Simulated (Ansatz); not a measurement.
Molecule: fluoroboronic acid, sum formula H2BO2F (charge 0, singlet). 
Structure (B3LYP-D3(BJ)/def2-TZVP (Ansatz, an electronic-structure program) minimum search):
SMILES: OB(O)F
```xyz
6

B     -0.0174     0.0136     0.0008
F      0.3228     1.3060     0.0664
O     -1.3369    -0.2935    -0.0072
O      0.9426    -0.9533    -0.0556
H     -1.5039    -1.2399    -0.0557
H      1.8407    -0.6079    -0.0430
```
Charge 0, spin multiplicity 1.

Property: vertical triplet-singlet gap (E(triplet) - E(singlet); each state is the SCF solution reached for its spin; the UHF <S^2> is 2.12 for the triplet (pure: 2.00); for the triplet the Hartree-Fock reference is unstable and T1 is 0.032), in eV. Correlated levels leave the core frozen unless marked. Open shells are spin-unrestricted. No spin-orbit coupling. No relativistic terms.  The program attaches cautions to a run behind CCSD(T)/aug-cc-pVDZ: other roots.

| level | program | vertical triplet-singlet gap (eV) |
|---|---|---|
| RI-HF/aug-cc-pVTZ | Ansatz | 7.56 |
| PBE/def2-TZVPD | Ansatz | 7.51 |
| r2SCAN/def2-TZVPD | Ansatz | 7.82 |
| B3LYP/def2-TZVPD | Ansatz | 7.89 |
| CAM-B3LYP/def2-TZVPD | Ansatz | 8.26 |
| wB97M-V/def2-TZVPD | Ansatz | 8.41 |
| B2PLYP/def2-TZVPD | Ansatz | 8.35 |
| RI-MP2/aug-cc-pVTZ | Ansatz | 8.93 |
| CCSD(T)/aug-cc-pVDZ | Ansatz | 8.25 |
